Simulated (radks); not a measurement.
Results of a calculation; reference values are marked as such.
Question: The lead ion Pb3+ is in [Xe] 4f14 5d10 6s1. Code: a radial shooting solver on a logarithmic mesh with Libxc functionals. Model: Dirac Kohn-Sham, PBE, spin-unpolarised, spherical densities, finite nucleus; Fermi nuclear charge, rms radius of each element as measured or else 0.836 A^(1/3) + 0.57 fm. Sub-shells are occupied by j as written (lower j first in brackets). One electron is removed from 5p3/2, 5d5/2, 6s1/2, 5d3/2 in turn, with full relaxation. Which removal costs least, and what does each cost?

Answer: 6s1/2 42.674 eV; 5d5/2 56.049 eV; 5d3/2 58.878 eV; 5p3/2 117.48 eV. The 6s1/2 electron leaves first.
